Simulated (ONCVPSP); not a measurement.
## arsenic: from the effect back to the setting (ONCV)

Base potential:

ONCVPSP 4.0.1 input, shortened (lines: element, Z, core and valence counts, functional; n l f; lmax; l rc ep ncon nbas qcut; lloc lpopt rc5 dvloc0; l nproj debl; icmod fcfact rcfact), BLYP, scalar-relativistic:

```
  As 33.00    5    3  -106131      upf
    1    0    2.00
    2    0    2.00
    2    1    6.00
    3    0    2.00
    3    1    6.00
    3    2   10.00
    4    0    2.00
    4    1    3.00
    2
    0    1.60    0.00    5    9    4.00
    1    1.60    0.00    4    7    4.80
    2    0.65    0.00    5   10   19.10
    4    5    0.45    0.00
    0    2    1.60
    1    2    2.10
    2    3    3.20
    3    5.25    1.55
```

Cutoffs, loose and tight: the cutoffs (Ha) at which the residual kinetic energy of the hardest occupied pseudo-wave falls to 1 and 0.1 mHa per electron. They do not see the model core or the augmentation charge, which bear on the density cutoff. Test errors are all-electron minus pseudo excitation energies from the reference, over the configurations 3d10 4s2 4p2; 3d10 4s2 4p1; 3d10 4s2 4p0; 3d10 4s1 4p0; variants that change the core or the reference have their own tests.

Only the scale of all radii but the core radius (base = 1) is moved:

```json
{"scale of all radii but the core radius (base = 1)": "0.81", "cutoff, loose": "1275 Ha", "cutoff, tight": "1442 Ha", "bound ghosts": "s, p, d", "largest test error (meV)": "-55"}
{"scale of all radii but the core radius (base = 1)": "0.98", "cutoff, loose": "347 Ha", "cutoff, tight": "872 Ha", "bound ghosts": "s, p, d", "largest test error (meV)": "-55"}
{"scale of all radii but the core radius (base = 1)": "1.06", "cutoff, loose": "186 Ha", "cutoff, tight": "726 Ha", "bound ghosts": "s, p, d", "largest test error (meV)": "-52"}
{"scale of all radii but the core radius (base = 1)": "1.15", "cutoff, loose": "168 Ha", "cutoff, tight": "315 Ha", "bound ghosts": "s, p", "largest test error (meV)": "-51"}
{"scale of all radii but the core radius (base = 1)": "1.24", "cutoff, loose": "158 Ha", "cutoff, tight": "176 Ha", "bound ghosts": "s, p", "largest test error (meV)": "-63"}
{"scale of all radii but the core radius (base = 1)": "1.31", "cutoff, loose": "150 Ha", "cutoff, tight": "166 Ha", "bound ghosts": "s, p", "largest test error (meV)": "-75"}
```

**Question.** One more run gave cutoff, loose: 898 Ha; cutoff, tight: 1112 Ha; bound ghosts: s, p, d; largest test error (meV): 4 of 4 tests not solved or not reliable. Which value of the scale of all radii but the core radius (base = 1) was used?

**Answer.** 0.9. The loose cutoff moves one way along this sweep, from 1275 Ha at 0.81 to 150 Ha at 1.31, which places the run between 0.81 and 0.98.
